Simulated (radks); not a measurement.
Values are calculated unless marked as measured or tabulated.
Question: All-electron atom: Te+ in [Kr] 4d9 5s2 5p3 6s1 (not the ground configuration). Level of theory: scalar-relativistic Kohn-Sham, r2SCAN, spin-polarised, spherical densities, finite nucleus; open shells are filled with parallel spins first (spin-orbit coupling, left out, can overturn this in heavy ions); meta-GGA in the generalised Kohn-Sham scheme; Fermi nuclear charge, rms radius 4.7423 fm (a radial shooting solver on a logarithmic mesh with Libxc functionals). Some entries of the table are withheld. Estimate them.

| orbital | occ. | eigenvalue (hartree) | <r^2> (bohr^2) |
|---|---|---|---|
| 1s up | 1 | -1165.234 | 0.001049 |
| 1s down | 1 | -1165.227 | 0.001049 |
| 2s up | 1 | -180.0333 | 0.01693 |
| 2s down | 1 | -180.0146 | 0.01693 |
| 2p up | 3 | -161.5900 | 0.01340 |
| 2p down | 3 | -161.5723 | 0.01340 |
| 3s up | 1 | -36.74148 | 0.1181 |
| 3s down | 1 | -36.73405 | 0.1181 |
| 3p up | 3 | -30.70716 | 0.1186 |
| 3p down | 3 | -30.69644 | 0.1185 |
| 3d up | 5 | -21.60307 | 0.1042 |
| 3d down | 5 | -21.58497 | 0.1042 |
| 4s up | 1 | -7.00572 | 0.6549 |
| 4s down | 1 | -6.94304 | 0.6557 |
| 4p up | 3 | -5.11281 | 0.7567 |
| 4p down | 3 | -5.05119 | 0.7563 |
| 4d up | 5 | -2.33396 | 1.057 |
| 4d down | 4 | -2.26876 | 1.044 |
| 5s up | 1 | -1.15128 | 4.199 |
| 5s down | 1 | -1.01302 | 4.190 |
| 5p up | 3 | (1) | 5.807 |
| 5p down | 0 | (2) | 5.643 |
| 6s up | 1 | -0.25913 | 26.29 |
| 5d up | 0 | -0.23878 | 15.57 |
| 6p up | 0 | -0.17359 | 37.30 |

Answer: 
(1) 5p up eigenvalue (hartree): -0.73274
(2) 5p down eigenvalue (hartree): -0.58936
